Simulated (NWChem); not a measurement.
Species: CH4O2Si, singlet; SMILES CO[Si]O

```xyz
8

Si    -0.6318    -0.6332     0.0576
O      0.4910    -1.8571     0.0099
H      1.4145    -1.5743    -0.0420
O      0.4254     0.6701    -0.0114
C      0.0639     2.0245    -0.0058
H      0.5217     2.5347     0.8575
H      0.4280     2.5171    -0.9222
H     -1.0308     2.1725     0.0504
```
Atoms are numbered in this order, from 1.

Computed with NWChem. Low-valent species are run as closed-shell singlets; no triplet was tried in these runs. All runs use the structure optimised with PBE0/def2-SVP. Level: PBE0/def2-SVP with SMD (1 M gas to 1 M solution), gas-phase geometry. Reactions with the solvent are ignored.

**Question.** Predict the results for solvent n-hexane. Quantities: solvation free energy (kcal/mol); cavity-dispersion-structure term (kcal/mol); dipole in solution (D).

**Answer.** 
- solvation free energy (kcal/mol) = -2.7
- cavity-dispersion-structure term (kcal/mol) = -1.2
- dipole in solution (D) = 2.32
